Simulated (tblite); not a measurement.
Run record: tight-binding relaxation, `CC(NP1C[C@H]1C)(C)C`.

Computed with GFN2-xTB geometry optimisation, gas phase (tblite 0.8.0). Start geometry: from a force field or distance geometry. The command runs a driver script over a list of jobs; the input below is this job's line of settings and its coordinates in Å.

Command:
```bash
OMP_NUM_THREADS=1 python probes_run.py task.json out
```

Input:
```
{"job": {"kind": "relax", "xc": "GFN2-xTB", "basis": "xTB"}, "charge": 0, "multiplicity": 1}
C      3.344500    -0.379100    -0.830700
C      2.192100     0.365000    -0.223600
C      2.302100     0.835700     1.203800
P      1.104200    -0.527200     0.939100
N     -0.271100     0.430800     0.714100
C     -1.484000    -0.097800     0.042500
C     -1.193300    -0.602300    -1.384100
C     -2.453900     1.093600    -0.058700
C     -2.146700    -1.205400     0.880600
H      4.063300     0.334300    -1.222100
H      3.853400    -1.028400    -0.119800
H      2.980800    -0.997000    -1.661500
H      1.706800     1.004900    -0.929400
H      3.180100     0.582200     1.771500
H      1.884600     1.823400     1.444500
H     -0.547200     0.866400     1.601400
H     -2.124200    -0.873900    -1.887900
H     -0.558300    -1.502100    -1.380900
H     -0.701500     0.166600    -1.980800
H     -2.025500     1.912400    -0.642400
H     -3.395900     0.793600    -0.549700
H     -2.725000     1.487700     0.926400
H     -1.523500    -2.093600     0.958800
H     -2.367200    -0.867700     1.899300
H     -3.105400    -1.497900     0.435800
```

**Question.** Estimate the output.

**Answer.** 
```
step      E/eV     max force
  0    -777.78735    1.203
  1    -777.84396    0.406
  2    -777.86193    0.249
  3    -777.87897    0.313
  4    -777.89140    0.334
  5    -777.90171    0.236
  6    -777.90761    0.152
  7    -777.91143    0.138
  8    -777.91445    0.124
  9    -777.91723    0.136
... (42 lines left out)
 52    -777.94557    0.018
 53    -777.94561    0.012
 54    -777.94564    0.014
 55    -777.94567    0.011
 56    -777.94569    0.012
 57    -777.94572    0.011
 58    -777.94574    0.016
 59    -777.94576    0.017
 60    -777.94579    0.012
 61    -777.94580    0.008
```

«max force» is the largest atomic force in eV/Å.

**Question.** From which step on does the largest force stay under 0.1 eV/Å, and how much energy is left to gain from there?

**Answer.** From step 17 (0.072 eV/Å), 8.7 meV above the end.

Summary of the converged run: energy lowered by 3.7 kcal/mol over 61 steps; largest atomic force 0.008 eV/Å at the end.

**Question.** Where do the atoms end?

**Answer.** 0.102 Å rms from the input after alignment:
```
atom  x, y, z in Å
C1     3.3593   -0.3934   -0.8769
C2     2.1852    0.3308   -0.2699
C3     2.2845    0.7937    1.1572
P4     1.0495   -0.5535    0.9104
N5    -0.3294    0.4707    0.7236
C6    -1.5281   -0.0609    0.0728
C7    -1.1375   -0.5810   -1.3083
C8    -2.5130    1.1041   -0.0689
C9    -2.1718   -1.1885    0.8880
H10    4.1472    0.3147   -1.1372
H11    3.7658   -1.1157   -0.1709
H12    3.0632   -0.9241   -1.7801
H13    1.6787    1.0165   -0.9421
H14    3.1851    0.5295    1.6967
H15    1.8948    1.7734    1.4007
H16   -0.5896    0.8617    1.6271
H17   -2.0113   -0.9620   -1.8302
H18   -0.4090   -1.3846   -1.2090
H19   -0.6933    0.2175   -1.8967
H20   -2.0449    1.9234   -0.6088
H21   -3.3989    0.7864   -0.6122
H22   -2.8195    1.4674    0.9101
H23   -1.4633   -2.0075    1.0048
H24   -2.4526   -0.8315    1.8776
H25   -3.0620   -1.5628    0.3884
```

Hardware: Arm Neoverse V1, one thread, on a shared host.
Labels such as C1 count atoms from 1, the log's own numbers from 0.
